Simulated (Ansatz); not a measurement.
CH$_{4}$ClFOSi (`O[SiH](F)CCl`) at its PBE0-D4/def2-TZVP geometry, where that method's forces vanish. The species carries charge 0 and has multiplicity 1.

```json
{"atom": "O1", "x (Å)": "0.983", "y (Å)": "-1.547", "z (Å)": "0.169"}
{"atom": "Si2", "x (Å)": "0.500", "y (Å)": "-0.089", "z (Å)": "0.695"}
{"atom": "F3", "x (Å)": "-0.446", "y (Å)": "-0.215", "z (Å)": "1.972"}
{"atom": "C4", "x (Å)": "-0.491", "y (Å)": "0.799", "z (Å)": "-0.625"}
{"atom": "Cl5", "x (Å)": "-1.699", "y (Å)": "-0.337", "z (Å)": "-1.301"}
{"atom": "H6", "x (Å)": "0.341", "y (Å)": "-2.065", "z (Å)": "-0.324"}
{"atom": "H7", "x (Å)": "1.706", "y (Å)": "0.661", "z (Å)": "1.096"}
{"atom": "H8", "x (Å)": "0.139", "y (Å)": "1.133", "z (Å)": "-1.450"}
{"atom": "H9", "x (Å)": "-1.034", "y (Å)": "1.659", "z (Å)": "-0.232"}
```

Question: For each bond, give half the difference of the two atoms' forces along it (eV/Å; positive pushes the atoms apart) under PBE-D4, r2SCAN-D4, B3LYP-D4, ωB97M-V in def2-TZVPP. (Estimate.)

Answer: Computed: 
```csv
bond,length (Å),PBE-D4,r2SCAN-D4,B3LYP-D4,ωB97M-V
O1–Si2,1.624,0.28,0.04,0.12,0.13
O1–H6,0.961,0.34,0.01,-0.02,-0.07
Si2–F3,1.594,0.48,0.03,0.18,0.15
Si2–C4,1.874,-0.15,-0.06,0.01,-0.03
Si2–H7,1.475,-0.02,-0.03,-0.20,-0.22
C4–Cl5,1.791,0.24,0.28,0.43,0.18
C4–H8,1.091,0.10,-0.05,-0.13,-0.09
C4–H9,1.090,0.10,-0.05,-0.13,-0.09
```

B3LYP here is the variant with VWN-RPA as its local correlation; programs differ in this.
